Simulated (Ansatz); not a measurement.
Molecule: 3-chlorofuran, C$_{4}$H$_{3}$ClO, charge 0, multiplicity 1. 
Geometry from a B3LYP-D3(BJ)/def2-TZVP (Ansatz, a quantum-chemistry and plane-wave program) optimisation:
SMILES: Clc1cocc1
```xyz
9

Cl     1.6955     1.0514    -0.0961
C      0.2358     0.1442    -0.0133
C     -1.0895     0.6795     0.0215
C     -1.9099    -0.3966     0.0849
O     -1.1881    -1.5501     0.0916
C      0.1276    -1.2069     0.0310
H     -1.3687     1.7183     0.0013
H     -2.9785    -0.5073     0.1290
H      0.8459    -2.0056     0.0273
```
Charge 0, spin multiplicity 1.

Dipole moments at this geometry, in debye (magnitudes).

```json
[
 {"level": "SVWN5/def2-TZVPD", "program": "Ansatz", "dipole (D)": "1.10"},
 {"level": "PBE/def2-TZVPD", "program": "Ansatz", "dipole (D)": "1.13"},
 {"level": "BLYP/def2-TZVPD", "program": "Ansatz", "dipole (D)": "1.10"},
 {"level": "revPBE/def2-TZVPD", "program": "Ansatz", "dipole (D)": "1.14"},
 {"level": "r2SCAN/def2-TZVPD", "program": "Ansatz", "dipole (D)": "1.16"},
 {"level": "B97M-V/def2-TZVPD", "program": "Ansatz", "dipole (D)": "1.15"},
 {"level": "PBE0/def2-TZVPD", "program": "Ansatz", "dipole (D)": "1.15"},
 {"level": "r2SCANh/def2-TZVPD", "program": "Ansatz", "dipole (D)": "1.17"},
 {"level": "HSE06/def2-TZVPD", "program": "Ansatz", "dipole (D)": "1.15"},
 {"level": "CAM-B3LYP/def2-TZVPD", "program": "Ansatz", "dipole (D)": "1.14"},
 {"level": "LC-wPBE/def2-TZVPD", "program": "Ansatz", "dipole (D)": "1.18"},
 {"level": "wB97M-V/def2-TZVPD", "program": "Ansatz", "dipole (D)": "1.13"},
 {"level": "CCSD(T)/aug-cc-pV(D+d)Z", "program": "Ansatz", "dipole (D)": "1.11"}
]
```
